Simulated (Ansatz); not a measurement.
# Relaxing a trial structure of CF6Si

The starting geometry of this gas-phase triplet was optimised with GFN2-xTB as a singlet; its bonds are those of `FC(F)(F)[Si](F)(F)F`.

| atom | x (Å) | y (Å) | z (Å) |
| --- | --- | --- | --- |
| C | 2.7428 | 0.7834 | 0.6084 |
| F | 3.0999 | 0.6135 | 1.8925 |
| F | 3.4510 | 1.8327 | 0.1586 |
| F | 3.2044 | -0.2907 | -0.0536 |
| F | 0.0629 | -0.2411 | 0.9063 |
| F | 0.4863 | 1.2493 | -1.1235 |
| F | 0.3464 | 2.2757 | 1.2078 |
| Si | 0.8408 | 1.0253 | 0.3921 |

Question: Where would you expect an optimisation with PBE0-D4/def2-SVP to take it?

Answer: It falls apart into F3Si + CF3. Contacts that open: C1–Si8 (1.93 → 3.58 Å).

The energy falls by 5.12 eV over 30 steps:

| step | E − E(last) (eV) |
| --- | --- |
| 1 | 5.120 |
| 4 | 2.923 |
| 7 | 0.418 |
| 11 | 0.080 |
| 14 | 0.059 |
| 17 | 0.036 |
| 20 | 0.008 |
| 24 | 0.002 |
| 27 | 0.000 |
| 30 | 0.000 |

Final geometry (Å):

```xyz
8

C     3.2917    0.1345    0.4997
F     3.8221   -0.4201    1.5581
F     3.1816    1.4408    0.6541
F     3.9585   -0.1549   -0.5869
F     0.4996    0.9114    1.7243
F     0.6609    1.2275   -0.8406
F    -1.3864    2.1603    0.4532
Si    0.2066    1.9486    0.5267
```

No frequencies were run, so the end isn't proven a minimum. Open shells are spin-unrestricted. The triplet needn't be the ground state. Run with Ansatz 0.2.0, 2.4 min on 2 threads of AMD EPYC 9B14 (Zen 4), on a shared host.
